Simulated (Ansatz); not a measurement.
Ideal-gas functions of `[NH2][Ti]([Cl])([Cl])[Cl]` at 600 K and 1 bar, from an Ansatz frequency run at PBE0-D4/def2-TZVP.

Molar mass 170.25 g/mol, point group Cs (symmetry number 1), electronic degeneracy 1, moments of inertia 319.346, 335.778, 461.546 u Å². Harmonic wavenumbers (cm⁻¹, unscaled): 38, 110, 139, 142, 173, 175, 403, 437, 457, 497, 557, 753, 1504, 3549, 3658.

Use S(trans) = R[1.5 ln M + 2.5 ln T − 1.1517]; rotational temperatures θ = 24.2544 K / I; S(rot) = R[ln(√π/σ · √(T³/θAθBθC)) + 1.5]; for each mode x = 1.438777 ν̃/T, S = R[x/(eˣ − 1) − ln(1 − e⁻ˣ)] and H = RT x/(eˣ − 1); 1 cm⁻¹ = 0.0119627 kJ/mol; R = 8.31446 J/(mol·K).

Question: By hand: the entropy, in J/(mol·K).

Answer: Translation 187.5. Rotation: θ = 0.076, 0.0722, 0.0526 K, giving 130.9. Vibration, mode by mode: 28.24, 19.42, 17.49, 17.31, 15.69, 15.60, 8.91, 8.30, 7.96, 7.33, 6.50, 4.45, 1.07, 0.02, 0.01, in all 158.3. Electronic 0.0. Sum 476.7 J/(mol·K).

Question: By hand: H − E and G − E in kJ/mol, counted from the electronic energy.

Answer: Zero-point energy ½ × 12592 × 0.0119627 = 75.3; thermal vibration 41.3; translation, rotation and pV give 4 RT = 20.0. H − E = 136.6 kJ/mol, and G − E = 136.6 − 600 × 476.7/1000 = -149.4 kJ/mol.

Vibration gives 33 % of the entropy, 82.5 J/(mol·K) of it from the modes under 150 cm⁻¹: soft modes count most, and the harmonic formula is weakest for them. The sum counts one conformer and one mirror image; others add a mixing term.
